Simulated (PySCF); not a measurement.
Values are calculated unless marked as measured or tabulated.
Job file (spin–spin couplings):

```
$ OMP_NUM_THREADS=1 python run.py task.json out

{"job": {"kind": "hj", "xc": "PBE0", "basis": {"default": "pcJ-1", "I": "dyall-v2z"}, "rel": "so", "atoms": [0]}, "charge": 0, "multiplicity": 1}
I      1.098210    -0.499567     2.459507
C      0.477935    -0.102361     0.508946
C      0.100049     1.186539    -0.134885
C     -0.839613     0.020024    -0.122671
C      0.111183    -1.037487    -0.591054
H      0.591418     1.485361    -1.073227
H     -0.141380     2.015295     0.539020
H     -1.847341    -0.066029     0.280688
H     -0.118249    -2.067583    -0.298208
H      0.602796    -0.938457    -1.570848
```

Keys: rel nr, sf, so or ecp = non-relativistic, spin-free X2C, spin–orbit X2C, core potentials. Where two scalar SCFs are printed, the second keeps all basis functions and supplies the properties. Unless the job says otherwise: screened-nuclear two-electron spin–orbit term, Gaussian nuclei, grid level 2, density fitting; us- before a basis frees its s functions. Densities at nuclei with contracted s functions are some per cent off.

It printed: (geometry: PBE0-D3(BJ)/def2-SVP)

```
spin-free SCF
coarse grid: 41112 points
cycle   1  E = -7270.5491362703  dE =  5.547e-01  |g| = 3.245e-01  |ddm| = 2.864e+00
cycle   2  E = -7270.5486745785  dE =  4.617e-04  |g| = 2.760e-01  |ddm| = 4.822e-01
cycle   3  E = -7270.5647469520  dE = -1.607e-02  |g| = 7.349e-02  |ddm| = 2.732e-01
cycle   4  E = -7270.5658642348  dE = -1.117e-03  |g| = 3.277e-02  |ddm| = 9.844e-02
cycle   5  E = -7270.5660672378  dE = -2.030e-04  |g| = 4.337e-03  |ddm| = 3.114e-02
cycle   6  E = -7270.5660704257  dE = -3.188e-06  |g| = 3.029e-03  |ddm| = 8.902e-03
final grid: 85736 points
cycle   7  E = -7270.5667651263  dE = -5.785e-07  |g| = 5.858e-03  |ddm| = 7.697e-03
cycle   8  E = -7270.5667554906  dE =  9.636e-06  |g| = 7.908e-03  |ddm| = 1.222e-02
cycle   9  E = -7270.5667699848  dE = -1.449e-05  |g| = 1.123e-03  |ddm| = 8.573e-03
cycle  10  E = -7270.5667702492  dE = -2.643e-07  |g| = 4.913e-04  |ddm| = 1.227e-03
cycle  11  E = -7270.5667702931  dE = -4.396e-08  |g| = 3.679e-05  |ddm| = 4.126e-04
cycle  12  E = -7270.5667702934  dE = -2.892e-10  |g| = 4.037e-06  |ddm| = 3.356e-05
converged SCF energy = -7270.5667702934
two-component SCF
cycle   1  E = -7269.6338694989  dE = -7.270e+03  |FDS-SDF| = 1.219e+02
cycle   2  E = -7271.8009802092  dE = -2.167e+00  |FDS-SDF| = 3.992e-01
cycle   3  E = -7271.8018714694  dE = -8.913e-04  |FDS-SDF| = 1.526e-02
cycle   4  E = -7271.8019372640  dE = -6.579e-05  |FDS-SDF| = 8.044e-03
cycle   5  E = -7271.8019480594  dE = -1.080e-05  |FDS-SDF| = 2.294e-03
cycle   6  E = -7271.8019533081  dE = -5.249e-06  |FDS-SDF| = 9.283e-04
cycle   7  E = -7271.8019538907  dE = -5.826e-07  |FDS-SDF| = 4.216e-04
cycle   8  E = -7271.8019539565  dE = -6.589e-08  |FDS-SDF| = 1.025e-04
cycle   9  E = -7271.8019539603  dE = -3.716e-09  |FDS-SDF| = 3.999e-05
converged, E = -7271.8019539603

Indirect spin-spin couplings
  i        j     bonds      J/Hz   K/1e19 T2/J   anisotropy/Hz
  0 127I    1  13C    1     -279.80     -459.72       100.4
  0 127I    2  13C    2       -3.86       -6.34        30.4
  0 127I    3  13C    2        4.38        7.20        17.3
  0 127I    4  13C    2       -3.88       -6.38        30.4
  0 127I    5   1H    3       -0.18       -0.07         8.9
  0 127I    6   1H    3        1.30        0.54         6.1
  0 127I    7   1H    3       14.20        5.87        26.0
  0 127I    8   1H    3        1.27        0.53         6.2
  0 127I    9   1H    3       -0.18       -0.07         8.9
```

Cost: 4.3 min wall time on 1 thread of an Arm Neoverse N1, shared host.
